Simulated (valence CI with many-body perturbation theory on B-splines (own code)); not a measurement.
Energy levels of Rh23+

Method: relativistic CI+MBPT: four valence electrons over a frozen Dirac-Fock core [Ar], radial functions for each j: 7 s, 7 p, 8 d, 6 f, 4 g, 1 h, with the one-electron correlation potential Σ1, the two-electron term Σ2, the three-electron term Σ3, Breit, model QED; selected CI, second order for the rest, scaled by the run's own slope (own B-spline code, finite nucleus).

No measured levels were compared; by estimate terms of the open shell hold to 2 to 4 % of their energy, and close levels can change places. Only levels of the ground parity were solved; by the run's estimate the other parity begins above the list, which can be wrong where configurations are misplaced.

Levels 1 to 32 of 32, with energies above the lowest level, 3d⁴ ⁵D_0. "Leading %" is the weight of the configuration and term that name the level; weights of strongly mixed levels are sums over their largest components and can fall short, so below about 35 % the name and the second component can differ from the true leading terms, or belong to a minority configuration. Lifetimes count E1, E2, E3, M1 and M2 decay at the calculated energies, and are blank where another channel may lead or the interval is too uncertain; long ones can be off by a factor of two.

```tsv
No.	Configuration	Term	J	E (cm⁻¹)	Leading %	Lifetime	g
1	3d⁴	⁵D	0	0.0	67		
2	3d⁴	⁵D	1	19149	86	3.43 ms	1.496
3	3d⁴	⁵D	2	35984	92	4.29 ms	1.475
4	3d⁴	⁵D	3	49341	89	10.1 ms	1.457
5	3d⁴	⁵D	4	58355	73	60.2 ms	1.408
6	3d⁴	³P	0	89093	53	133 μs	
7	3d⁴	³H	4	97750	56	1.04 ms	0.965
8	3d⁴	³G	3	117310	61	449 μs	0.900
9	3d⁴	³H	5	121460	77	2.11 ms	1.069
10	3d⁴	³F	2	121570	73	331 μs	0.789
11	3d⁴	³P	1	122410	79	188 μs	1.393
12	3d⁴	³H	6	131100	76	84.5 ms	1.124
13	3d⁴	³G	4	143540	54	607 μs	1.039
14	3d⁴	³P	2	149670	49	927 μs	1.291
15	3d⁴	³F	4	151660	39	297 μs	1.119
16	3d⁴	³F	3	158260	53	503 μs	1.120
17	3d⁴	³D	3	167880	47	199 μs	1.136
18	3d⁴	³G	5	176390	77	524 μs	1.158
19	3d⁴	³P	2	178840	35	169 μs	1.166
20	3d⁴	¹I	6	186970	76	461 μs	1.037
21	3d⁴	³D	1	187420	88	145 μs	0.618
22	3d⁴	¹S	0	209680	76		
23	3d⁴	¹G	4	211550	47		1.073
24	3d⁴	³P	2	220490	30	177 μs	1.118
25	3d⁴	¹F	3	230230	66		1.050
26	3d⁴	³P	2	249160	73	251 μs	1.317
27	3d⁴	³F	4	261170	73		1.185
28	3d⁴	³F	2	273350	66	143 μs	0.824
29	3d⁴	³F	3	276230	79		1.068
30	3d⁴	³P	1	280870	98		1.483
31	3d⁴	³P	0	294760	88		
32	3d⁴	¹G	4	296760	80		1.039
```

Names give the largest LS component (configuration and term), which can be under half, so a name can repeat, a term be missing and a line seem to break the LS rules; names also repeat where a configuration has a term twice.

The ionisation energy to 3d³ ⁴F3/2 of the next ion comes out as 1131.6 eV (NIST: 1131 ± 4 eV (theoretical)). All 32 levels together are meant to be complete up to 306550 cm⁻¹.
